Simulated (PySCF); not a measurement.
ClRb, charge +1, doublet, at a GFN2-xTB geometry (such geometries of metal compounds can be far from the true shape) (a state made from the parent by changing its charge; the spin is typed, not shown lowest) (all electrons, no relativity); HF/3-21G (PySCF).

Input for PySCF:
```python
from pyscf import gto, scf

mol = gto.Mole()
mol.atom = '''
    Rb   -0.000000   -0.000000   -1.025900
    Cl    0.000000    0.000000    2.232841
'''
mol.basis = '3-21g'
mol.charge = 1
mol.spin = 1
mol.verbose = 4
mol.build()

mf = scf.UHF(mol)
mf.kernel()
```

Output, abridged:

```
PySCF version 2.14.0

[INPUT] verbose = 4
[INPUT] num. atoms = 2
[INPUT] num. electrons = 53
[INPUT] charge = 1
[INPUT] spin (= nelec alpha-beta = 2S) = 1
[INPUT] symmetry False subgroup None
[INPUT] Mole.unit = angstrom
[INPUT] Symbol           X                Y                Z      unit          X                Y                Z       unit  Magmom
[INPUT]  1 Rb     0.000000000000   0.000000000000  -1.025900000000 AA    0.000000000000   0.000000000000  -1.938670031191 Bohr   0.0
[INPUT]  2 Cl     0.000000000000   0.000000000000   2.232841000000 AA    0.000000000000   0.000000000000   4.219457969700 Bohr   0.0

nuclear repulsion = 102.141429978228
number of shells = 19
number of NR pGTOs = 93
number of NR cGTOs = 39
basis = 3-21g
ecp = {}

******** <class 'pyscf.scf.uhf.UHF'> ********
method = UHF
initial guess = minao
damping factor = 0
level_shift factor = 0
DIIS = <class 'pyscf.scf.diis.CDIIS'>
diis_start_cycle = 1
diis_space = 8
diis_damp = 0
SCF conv_tol = 1e-09
SCF conv_tol_grad = None
SCF max_cycles = 50
direct_scf = True
direct_scf_tol = 1e-13
number electrons alpha = 27  beta = 26
Set gradient conv threshold to 3.16228e-05
init E= -3378.10708182101

cycle= 1 E= -3381.84167335734  delta_E= -3.73  |g|= 0.0684  |ddm|= 0.869
cycle= 2 E= -3381.84531967281  delta_E= -0.00365  |g|= 0.0179  |ddm|= 0.119
cycle= 3 E= -3381.84551672992  delta_E= -0.000197  |g|= 0.00485  |ddm|= 0.0297
cycle= 4 E= -3381.84554510587  delta_E= -2.84e-05  |g|= 0.00167  |ddm|= 0.0112
cycle= 5 E= -3381.84554907271  delta_E= -3.97e-06  |g|= 0.00033  |ddm|= 0.00498
cycle= 6 E= -3381.84554923624  delta_E= -1.64e-07  |g|= 4.28e-05  |ddm|= 0.00111
cycle= 7 E= -3381.84554923877  delta_E= -2.53e-09  |g|= 5.73e-06  |ddm|= 0.000124
cycle= 8 E= -3381.84554923882  delta_E= -5.55e-11  |g|= 7.72e-07  |ddm|= 1.84e-05
Extra cycle  E= -3381.84554923882  delta_E= 9.09e-13  |g|= 3.49e-07  |ddm|= 1.7e-06
converged SCF energy = -3381.84554923882  <S^2> = 0.75049832  2S+1 = 2.0004983
```
